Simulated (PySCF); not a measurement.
Species: C4H4FOS (doublet state).
Cartesian coordinates in Å at the GFN2-xTB level; atoms count from 1:
```xyz
11
C4H4FOS angstrom
F      0.3138   -1.9132    0.3336
C     -0.2006   -0.7690   -0.3500
C     -1.4989   -0.3171    0.1859
O     -1.4042    0.9111    0.7270
C     -0.1452    1.3605    0.5430
C      0.6322    0.4510   -0.0875
S      2.3049    0.6168   -0.5500
H     -0.2086   -1.1075   -1.3976
H     -2.3913   -0.8814    0.3471
H      0.0859    2.3446    0.8976
H      2.5174   -0.6931   -0.6750
```

The hyperfine couplings belong to this conformer and change with its torsions.

As a line formula: `[C@H]1(F)[CH]OC=C1S` [radical].

Level of theory: UKS B3LYP, pcH-1 on C F H O S, non-relativistic, mean-field spin-orbit, GIAO in PySCF. The structure is a single GFN2-xTB conformer in the gas phase; no vibrational or solvent corrections. The geometry wasn't refined by DFT: couplings that depend on bond lengths, twists or pyramidal angles can differ widely from those at the functional's own minimum. The SCF solution wasn't tested for stability.

Largest spin populations (Mulliken): C3 (+0.82), C6 (+0.08) and O4 (+0.08). C3 is the only atom above +0.15. The angles at C3 add up to 359.0°, so it is planar; its axial dipolar tensor and the negative coupling of its proton fit spin in a p orbital normal to that plane.

(1) Find Q in a(H) = Q·ρ(C) for the protons on the planar carbons that carry spin.

Results:

(1) 
```
 H   C    ρ(C)  a(H) (G)  a/ρ (G)
H9  C3  +0.817    -20.43    -25.0
```

One proton gives one ratio, Q = -25.0 G, and no test of linearity. In McConnell's picture π spin on carbon polarises the C–H bond and leaves opposite spin at the proton, which makes Q negative, as found here.

Couplings in gauss use g_iso = 2.0026.
